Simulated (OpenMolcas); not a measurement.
# d5 ions of charge +3 down a group on the Mg site of KMgF3

```
Program             : OpenMolcas 26.06
Method              : SS-CASPT2, IPEA 0.25 Eh, imaginary shift 0.1 Eh
Spin-orbit coupling : RASSI with atomic mean-field integrals over the reference wave functions
```

The d shell is active; CASPT2 correlates the ligand valence shells and the outer metal core. Each dopant is a cluster with its nearest anions in model potentials and point charges, with no relaxation and no local charge compensation. Distances were set from a Shannon-type radius of the metal (high-spin where two are listed) plus a fixed donor radius (F 1.31 Å), in hosts weighted 0.65 to 0.35 with the host's distance in the model lattice. Ligand basis ANO-RCC-VDZP, DKH2 Hamiltonian. States (labels of O, the rotations of Oh). Energies in cm-1 above the lowest state or level, χT in cm3 K/mol; under a threefold ground state the first gap can be a small split of the lowest multiplet, not the spin-orbit step; 10Dq and B are least-squares fits to the states below 45000 cm-1, weighted by degeneracy, with a free offset, and given where the rms deviation is under 5 % of |10Dq| (or 100 cm-1) and under 700 cm-1. Spin-only χT is S(S+1) / 2 for the spin of the ground state.

```
 Ion  Shell  R (Å)   Metal basis  Ground state  First state of that spin   10Dq  B (rms of fit)  First gap with spin-orbit (degeneracies)  χT at 300 K  First state of another spin  Spin-only χT
Fe3+    3d5  1.966  ANO-RCC-VTZP           6A1                                                                               18610 (6, 2)        4.384                    4T1 18820         4.375
Ru3+    4d5  1.989  ANO-RCC-VTZP           2T2                 2A2 19870  23857       573 (418)                               1960 (2, 4)        0.632                    4T1 12740         0.375
```

Below the highest spin of the shell: Ru3+. χT departs most from the spin-only value for Ru3+, by +0.257 cm3 K/mol.

Roots that are degenerate in the reference are averaged as groups; the widest CASPT2 spread within a group is 240 cm-1 (the 3-fold group of multiplicity 2 near 46300 cm-1 above the lowest state of its run, Fe3+). Shifts and gaps below about the spread of the groups concerned are not significant. Over all roots computed the reference weight is 0.71 to 0.74 in Fe3+, 0.72 to 0.73 in Ru3+; a low but even weight reflects the number of correlated electrons. Ligand-to-metal charge-transfer states are missing. With no ligand orbital active B as a rule stays too high, so bands that hang on it stand too high and its fall with covalency is understated. With one d shell and no ligand orbital active, 10Dq can be off by a tenth or more. These CASPT2 states fit no ligand-field parameters well, so their order and spin gaps are uncertain (holds for Fe3+). Free-ion shares, where given, are those of the reference states; single-state CASPT2 does not remix them (holds for Fe3+). An orbital triplet at a regular site is open to Jahn-Teller coupling, which can distort the site and quench the lowest spin-orbit gaps and is left out (holds for Ru3+). The least metal-like active orbital is 82 % on the metal (Löwdin) and no ligand orbital is active, so the numbers are rough (holds for Ru3+). No measured value stands beside these numbers; the geometry was set by hand and not optimised.
